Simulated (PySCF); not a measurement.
Dipole response of Sn (tin, neutral)

[Kr] 4d10 5s1 5p3, high-spin 5S determinant (an excited configuration). Computed with PySCF 2.14 in aug-cc-pVTZ-PP with ECP28MDF, with a scalar-relativistic core potential. Coupled (time-dependent) response in atomic units; α is the mean over directions.

```
 method  mean α (bohr³)  C₆ (like pair)  S(−4)
    UHF           50.72           539.7  775.0
    PBE           57.22           624.3   1119
   PBE0           54.09           582.4  951.7
   TPSS           56.03           613.0   1038
r2SCANh           52.53           576.4  836.4
```

S(−4) is the Cauchy moment in α(ω) = α(0) + S(−4) ω² + …

α(iu) at PBE:

```csv
u (hartree),α(iu) (bohr³)
0,57.22
0.0500,54.59
0.100,48.24
0.200,34.05
0.300,23.78
0.500,13.01
0.750,7.469
1.00,4.943
1.50,2.720
2.00,1.751
3.00,0.9053
5.00,0.3662
```

A single London oscillator, α(iu) = α/(1 + u²/ω²), gives C₆ = (3/4) ω α². Matching the computed C₆ needs ω = 4 × 624.3 / (3 × 57.22²) = 0.254 hartree.

Energies and moments cover only the electrons outside the core potential.
